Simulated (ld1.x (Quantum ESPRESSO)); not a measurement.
Before and after: RRKJ potential for helium

ld1.x (Quantum ESPRESSO) 7.5 input, shortened:

```
&input
   title='He', zed=2., rel=1, dft='PZ', iswitch=3,
   config='[He] 2p-2'
 /
 &inputp
   pseudotype=2, tm=.false., lloc=-2, rcloc=0.40,
   nlcc=.false.
 /
2
1S  1  0   2.00   0.00  0.55  0.55  0.0
2P  2  1  -2.00   0.25  0.55  0.55  0.0
 &test
   configts(1)='1s2'
 /
```

All-electron outer shells of the reference configuration (LDA (PZ), scalar-relativistic, ld1.x):

```tsv
shell	level (eV)	outermost node (bohr)	outermost maximum (bohr)
1s	-15.52	–	0.57
```

Change: wave 1s (bound): rc 0.55 bohr becomes 1s (bound): rc 0.44 bohr.

Cutoffs: the cutoffs (Ry, on a coarse ladder) from which the occupation-weighted sum of valence levels, in a spherical-Bessel basis at the reference potential, stays within 10 and 1 mRy of its value at 400 Ry; they do not see the model core or the augmentation charge, which bear on the density cutoff. Errors are all-electron minus pseudo energies relative to the spin-unpolarised reference configuration.

Predict the effect on cutoff, ghosts and configuration errors.

The potential gets harder (160 Ry and 230 Ry → 200 Ry and 300 Ry); of the 4 tests that both files solve, the error grows in 0 and shrinks in 2 by more than 15 % and 0.3 meV (median size 2.0 → 0.5 meV); neither file shows a bound ghost. A smaller radius makes the pseudo-wave follow the all-electron one further in, where it bends more sharply, so more plane waves are needed.

```tsv
quantity	base	changed
cutoff, loose	160 Ry	200 Ry
cutoff, tight	230 Ry	300 Ry
bound ghosts	none	none
error for 1s1, meV [ΔE 26.49 eV]	+3.3	+0.4
error for 1s1.5, meV [ΔE 10.37 eV]	+0.3	-0.2
error for 1s1 (spin-polarised), meV [ΔE 24.28 eV]	-3.6	-2.4
error for 1s1.5 (spin-polarised), meV [ΔE 10.02 eV]	-0.7	-0.6
s: phases at 0.60 bohr within 0.05 rad from the reference energy up to (Ry; the scan ends near 5)	to the end of the scan	to the end of the scan
p: phases at 0.60 bohr within 0.05 rad from the reference energy up to (Ry; the scan ends near 5)	to the end of the scan	to the end of the scan
```
